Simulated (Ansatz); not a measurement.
Geometry optimisation, Ansatz 0.2.0, RKS PBE0/def2-mTZVP.

Input:

```yaml
crystal:
  periodic: [false, false, false]
  atoms:
    - { symbol: O, position_ang: [0.3944, 1.6429, -0.4113] }
    - { symbol: C, position_ang: [-0.4242, 0.5187, -0.1249] }
    - { symbol: Si, position_ang: [0.4216, -0.9507, 0.5819] }
    - { symbol: Br, position_ang: [-1.2177, -0.0064, -1.8006] }
    - { symbol: H, position_ang: [-0.0172, 2.0205, -1.2769] }
    - { symbol: H, position_ang: [-1.2432, 0.8459, 0.5268] }
    - { symbol: H, position_ang: [1.5559, -1.4564, -0.2985] }
    - { symbol: H, position_ang: [-0.4581, -2.0544, 0.8352] }
    - { symbol: H, position_ang: [1.077, -0.6063, 1.9514] }
basis:
  gaussian: { orbitals: def2-mTZVP }
hamiltonian:
  xc: pbe0
relax:
  f_tol: 0.015
  max_steps: 40
```

Run as:

```bash
$ ansatz run input.yaml --threads 2 --pin off --max-ram 3072MiB --backend cpu --events-out ev --progress --plain --runs-dir out
```

Question: Where does it end, and by what steps?

Answer: The forces met the threshold. After 9 steps the energy has fallen by 0.493 eV; H5 moved furthest, 0.50 Å.

| step | energy less start (eV) | largest force component (eV/Å) | accepted |
| --- | --- | --- | --- |
| 0 | 0.0000 | 2.878 | yes |
| 1 | -0.3452 | 1.490 | yes |
| 2 | -0.4333 | 0.988 | yes |
| 3 | -0.4690 | 0.721 | yes |
| 4 | -0.4903 | 0.132 | yes |
| 5 | -0.4895 | 0.266 | no |
| 6 | -0.4925 | 0.032 | yes |
| 7 | -0.4930 | 0.040 | yes |
| 8 | -0.4931 | 0.020 | yes |
| 9 | -0.4932 | 0.013 | yes |

```xyz
9
Properties=species:S:1:pos:R:3
O 0.482 1.498 -0.511
C -0.416 0.499 -0.214
Si 0.482 -0.966 0.607
Br -1.301 -0.227 -1.873
H 0.009 2.272 -0.846
H -1.276 0.854 0.357
H 1.513 -1.481 -0.324
H -0.522 -2.010 0.925
H 1.118 -0.484 1.862
```

Time of the run: 42 s on 2 threads of Arm Neoverse V2 (shared host), peak memory 0.28 GiB.
